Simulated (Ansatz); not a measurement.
Input and output for In₃O₁₀H₁₁, a hydroxylated oxide cluster.

```yaml
crystal:
  periodic: [false, false, false]
  atoms:
    - {symbol: In, position_ang: [-1.698159, 0.465940, -0.786916]}
    - {symbol: In, position_ang: [0.694234, 2.063368, 0.541802]}
    - {symbol: In, position_ang: [0.589315, -1.583764, 0.319184]}
    - {symbol: O, position_ang: [0.526133, -3.426283, -1.129211]}
    - {symbol: O, position_ang: [-1.536112, -1.487383, 0.265079]}
    - {symbol: O, position_ang: [1.357505, -3.172372, 1.308965]}
    - {symbol: O, position_ang: [-3.453771, 0.287660, -1.726444]}
    - {symbol: O, position_ang: [-1.273850, 1.317370, 1.145985]}
    - {symbol: O, position_ang: [0.235263, -0.375825, -1.349612]}
    - {symbol: O, position_ang: [-0.720665, 2.377691, -1.145281]}
    - {symbol: O, position_ang: [1.256579, 3.633208, 1.659861]}
    - {symbol: O, position_ang: [1.179743, 0.094643, 1.523559]}
    - {symbol: O, position_ang: [2.068743, 1.385979, -0.874195]}
    - {symbol: H, position_ang: [-0.405226, -3.592817, -1.340200]}
    - {symbol: H, position_ang: [0.760666, -4.040994, -0.406053]}
    - {symbol: H, position_ang: [-2.130690, -1.715830, 0.990681]}
    - {symbol: H, position_ang: [1.637344, -2.978582, 2.213171]}
    - {symbol: H, position_ang: [-3.752643, 1.164309, -2.008095]}
    - {symbol: H, position_ang: [-1.164159, 0.669625, 1.857591]}
    - {symbol: H, position_ang: [0.981207, 0.305436, -1.424102]}
    - {symbol: H, position_ang: [-0.216160, 2.392595, -1.972451]}
    - {symbol: H, position_ang: [0.467028, 4.054679, 2.028415]}
    - {symbol: H, position_ang: [2.130050, 0.075751, 1.717460]}
    - {symbol: H, position_ang: [2.467633, 2.085585, -1.409185]}
basis:
  gaussian: {orbitals: STO-3G}
magnetization: {spin_polarized: true, initial_magnetization: 2}
hamiltonian: {xc: {name: wPBEh}}
scf: {lower_state_search: off}
```

```sh
$ ansatz run in.yaml --threads 2 --pin off --events-out ev --progress --plain --max-ram 32768MiB --backend cuda --devices 0, --max-vram 18GiB
```

Shortened log:

```
Functional definition: wPBEh
  name "wPBEh"
  cite "Heyd, Scuseria & Ernzerhof, J. Chem. Phys. 118, 8207 (2003) doi:10.1063/1.1564060"
  cite "Krukau, Vydrov, Izmaylov & Scuseria, J. Chem. Phys. 125, 224106 (2006) doi:10.1063/1.2404663"
  cite "Heyd & Scuseria, J. Chem. Phys. 120, 7274 (2004) doi:10.1063/1.1668634"
  cite "Ernzerhof & Perdew, J. Chem. Phys. 109, 3313 (1998) doi:10.1063/1.476928"
  cite "Perdew, Burke & Ernzerhof, Phys. Rev. Lett. 77, 3865 (1996) doi:10.1103/PhysRevLett.77.3865"
  parent pbe
  parameter a = 0.25
  parameter omega = 0.11/bohr
  exchange = wpbe_x - a*pbe_x_sr(omega) + a*exact_x_sr(omega)
  correlation = pbe_c
these checks for a lower state are left out or cut short: stability, starts, cluster_reference, orbital_swaps, neighbouring_geometries, increment
2029 factors; integrals over basis functions are off by at most 7.7e-5 eV
168 factors; integrals over basis functions are off by at most 1.9e-7 eV
mean field evaluation 1: about -484385.1773 eV, gradient 4.3e1 eV
mean field evaluation 2: about -484303.0939 eV, gradient 9.6e1 eV
mean field evaluation 4: about -484393.7651 eV, gradient 2.7e1 eV
mean field evaluation 8: about -484395.2675 eV, gradient 2.5e1 eV
mean field evaluation 16: about -484399.9467 eV, gradient 1.2e1 eV
mean field -484401.19643304 eV, -17801.4156299906 hartree, gradient 3.2e-6 eV, S^2 2.007988; 0 other end points of the search recorded, 0 dependent functions left out
reference -484401.19647515 eV, -17801.4156315381 hartree; 120, 118 occupied and 22, 24 virtual orbitals, 2029 factors
Total energy: -484401.19647515 eV, -17801.4156315381 hartree
Checks for a lower state left out: stability, starts, cluster_reference, orbital_swaps, neighbouring_geometries, increment
```

Run time 9 s (2 threads of AMD EPYC 7R13 on a shared host and a share (18 GiB) of an NVIDIA H100 80GB HBM3), peak host memory 0.82 GiB.
